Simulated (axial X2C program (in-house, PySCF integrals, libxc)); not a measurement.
**Potential curves of AgB⁺, two-component**

Computed with an in-house all-electron X2C program for linear molecules (integrals from PySCF). Two-component (2c) means X2C with spin–orbit coupling and atomic mean-field two-electron Coulomb and Gaunt terms. Basis: Ag dyall-cv3z [12s12p8d5f3g], B dyall-v3z [7s6p2d1f] (cores contracted in-house); Gaussian nuclei, density fitting, unrestricted open shells. Masses: Ag 106.905 u, B 11.009 u.

State: Ω = 1/2 (⟨Sz⟩ = 0.50, ⟨Lz⟩ = 0.00 at B97-3). Energies in cm⁻¹ from the fragments at the same level (Ag+ + B). Fits are polynomials in 1 − R0/R over 0.85 to 1.23 times the lowest point R0.

```
 R (Å)   B97-3     MP2     HF
1.8374  -11734  -12689    147
1.9219  -13582  -14218  -2996
1.9853  -14411  -14838  -4702
2.0486  -14888  -15129  -5975
2.1120  -15103  -15179  -6909
2.1859  -15112  -15016  -7660
2.2598  -14937  -14688  -8132
2.3549  -14537  -14110  -8436
2.4710  -13898  -13268  -8479
2.6400  -12857  -11932  -8142
```

Correlated methods: 13 electrons correlated (number of frozen shells: Ag 4 s, 3 p, 1 d; B 1 s), 257 virtual spin orbitals or spinors in MP2.

The state is one determinant whose occupation by symmetry is held fixed; it was picked as the lowest of a PBE0 search that is not exhaustive. Dissociation energies refer to the lowest single-determinant-based atoms at the same level and basis. Density functionals use the spin component along the axis (collinear). The 2c atoms are single determinants rather than J levels; their spin–orbit lowering is only partly caught, and De is too large by that part. This holds for B97-3, MP2. The functionals have no current-density term, which raises determinants with orbital currents, atoms included. MP2 and coupled cluster on one determinant become unreliable at the stretched end.

Question: Fit the B97-3 curve near its minimum: give the equilibrium distance, the harmonic wavenumber and the well depth.

Answer: At B97-3, 2c: Re = 2.151 Å, ωe ≈ 367 cm⁻¹, De = 1.88 eV to Ag+ + B; Be follows as 0.365 cm⁻¹.

Question: What are Re, ωe and De at the MP2 level?

Answer: At MP2, 2c: Re = 2.095 Å, ωe ≈ 401 cm⁻¹, De = 1.88 eV to Ag+ + B; Be follows as 0.385 cm⁻¹.

Question: What are Re, ωe and De at the HF level?

Answer: At HF, 2c: Re = 2.429 Å, ωe ≈ 263 cm⁻¹, De = 1.05 eV to Ag+ + B; Be follows as 0.286 cm⁻¹.
